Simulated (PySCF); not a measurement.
Cu(OH2)2 (CuH₄O₂), SMILES [OH2]->[Cu+]<-[OH2], charge +1, multiplicity 1.

Geometry: r2SCAN-D4/def2-TZVP. The spin state was assumed, not searched.

Two levels are set side by side: TDA-PBE/def2-SVPD (PySCF) and TDA-CAM-B3LYP/def2-SVPD (PySCF). Vertical, same geometry. The lowest singlet is HOMO−3→LUMO 80 %, HOMO−1→LUMO 18 % with PBE and HOMO−1→LUMO 87 % with the other functional; states are paired by order. Differences are taken from unrounded values.

```
quantity                              TDA-CAM-B3LYP
------------------------------------  -------------
lowest singlet excitation (eV)                 5.11
lowest triplet excitation (TDA) (eV)           4.08
```

What does TDA-PBE give, and how far is it from TDA-CAM-B3LYP? (Estimate from the structure and the level; the computed values follow.)


```csv
quantity,TDA-PBE,TDA-PBE minus TDA-CAM-B3LYP
lowest singlet excitation (eV),4.33,-0.77
lowest triplet excitation (TDA) (eV),3.60,-0.48
```

Functionals without exact exchange tend to place singlet excitations lower, as here. Differences between two approximate levels are no errors against the true value.

Rough cost on one machine, each run with all the roots and properties that it gave: TDA-CAM-B3LYP against TDA-PBE about 3 times.
